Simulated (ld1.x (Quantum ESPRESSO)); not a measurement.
## praseodymium (Pr): one change to a TM potential, before and after

praseodymium, norm-conserving Troullier–Martins (Kleinman–Bylander form), made with ld1.x (Quantum ESPRESSO) 7.5 (BLYP, scalar-relativistic). Core [Kr] 4d10, reference 4f3 5s2 5p6 5d0 6s0 6p0 (charge +2). Waves: 5s (bound): rc 2.60 bohr; 5p (bound): rc 2.45 bohr; 5d (bound, empty): rc 2.95 bohr; 4f (bound): rc 1.25 bohr. Local part: all-electron potential smoothed inside 2.30 bohr (lloc = -1). Core correction: a·sin(br)/r model core inside 0.95 bohr.

Change: all radii but the core radius scaled by about 1.39 (s 3.62, p 3.42, d 4.12, f 1.74 bohr); local potential all-electron potential smoothed inside 3.20 bohr (lloc = -1).

Cutoffs: the cutoffs (Ry, on a coarse ladder) from which the occupation-weighted sum of valence levels, in a spherical-Bessel basis at the reference potential, stays within 10 and 1 mRy of its value at 400 Ry; they do not see the model core or the augmentation charge, which bear on the density cutoff. Errors are all-electron minus pseudo energies relative to the spin-unpolarised reference configuration.

Question: Predict the effect on cutoff, ghosts and configuration errors.

Answer: The potential gets softer (200 Ry and 230 Ry → 120 Ry and 160 Ry); of the 7 tests that both files solve, the error grows in 7 and shrinks in 0 by more than 15 % and 0.3 meV (median size 387.1 → 1022.4 meV); neither file shows a bound ghost at the reference potential, the only one tested. A larger radius leaves more room for a smooth pseudo-wave, so fewer plane waves are needed. More of the atom is replaced by a form fitted at one configuration, so other configurations suffer.

| quantity | base | changed |
| --- | --- | --- |
| cutoff, loose | 200 Ry | 120 Ry |
| cutoff, tight | 230 Ry | 160 Ry |
| loose cutoff by channel (10 mRy a level) | s 12 Ry, p 10 Ry, f 180 Ry | s 6 Ry, p 10 Ry, f 110 Ry |
| bound ghosts | none | none |
| error for 4f3 5s2 5p6 5d0 6s2 6p0, meV [ΔE -16.38 eV] | +387 | +1022 |
| error for 4f3 5s2 5p6 5d0 6s1 6p0, meV [ΔE -10.73 eV] | +271 | +701 |
| error for 4f2 5s2 5p6 5d0 6s0 6p0, meV [ΔE 21.42 eV] | +40 | +224 |
| error for 4f3 5s2 5p5 5d0 6s2 6p0, meV [ΔE 9.49 eV] | +741 | +1844 |
| error for 4f2 5s2 5p6 5d1 6s2 6p0, meV [ΔE -15.30 eV] | +736 | +1731 |
| error for 4f2 5s2 5p6 5d1 6s1 6p0, meV [ΔE -9.22 eV] | +474 | +1164 |
| error for 4f3 5s2 5p6 5d0 6s0 6p2, meV [ΔE -11.56 eV] | +17 | -41 |

Changed file: These tests converged, but a pseudo level misses the all-electron one widely, so the file describes the atom poorly there or has found another state: 4f2 5s2 5p6 5d1 6s2 6p0: 4f by 1.6 eV.
